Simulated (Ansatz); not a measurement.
cis-RuCl2(PF3)4 (P4RuCl2F12). The state is a singlet with charge 0. Geometry PBE-D4/def2-SVP.

```xyz
19

Cl    1.0000    1.9826   -1.6218
Cl    0.3199    2.0685    1.7904
F    -0.9781   -0.7538    2.9430
F     0.1488   -2.4391    1.6168
F    -2.1038   -1.7337    1.0358
F     1.4771   -1.1627   -2.5269
F    -0.7919   -0.4455   -3.0179
F    -0.4051   -2.3887   -1.6286
F     3.1320   -1.1201   -0.1180
F     2.5319   -0.4550    2.1370
F     3.3308    1.2036    0.5468
F    -2.9406    1.3060    0.8760
F    -2.7992    1.0148   -1.5314
F    -1.8907    3.0117   -0.5005
P    -0.6875   -1.0874    1.4143
P     0.1042   -0.8727   -1.7718
P     2.2911    0.0140    0.6316
P    -1.8724    1.4425   -0.3028
Ru    0.1336    0.4151    0.0280
```

In the def2 sets Ru takes a core potential, while STO-3G treats all electrons; there is no spin–orbit coupling. Single mean-field runs in def2-TZVP are fitted with def2-universal-jkfit.

Q: Estimate the orbital energies around the gap (eV) in Ansatz with HF/STO-3G, PBE-D4/def2-SVP, PBE-D4/def2-TZVP, r2SCANh-D4/def2-TZVP, PBE0-D4/def2-TZVP.

A: 
```tsv
orbital	HF/STO-3G	PBE-D4/def2-SVP	PBE-D4/def2-TZVP	r2SCANh-D4/def2-TZVP	PBE0-D4/def2-TZVP
HOMO−5	-9.14	-8.52	-8.68	-9.61	-10.20
HOMO−4	-8.67	-8.51	-8.66	-9.51	-10.00
HOMO−3	-8.07	-6.84	-7.07	-7.92	-8.47
HOMO−2	-7.95	-6.79	-7.06	-7.90	-8.45
HOMO−1	-7.73	-6.69	-6.96	-7.81	-8.38
HOMO	-7.34	-6.49	-6.75	-7.58	-8.14
LUMO	6.91	-3.50	-3.70	-3.26	-2.83
LUMO+1	7.27	-3.41	-3.62	-3.21	-2.77
LUMO+2	7.43	-2.06	-2.36	-1.88	-1.52
LUMO+3	8.59	-1.94	-2.27	-1.75	-1.38
LUMO+4	8.86	-1.71	-1.97	-1.51	-1.16
LUMO+5	8.95	-1.22	-1.52	-1.01	-0.66
```
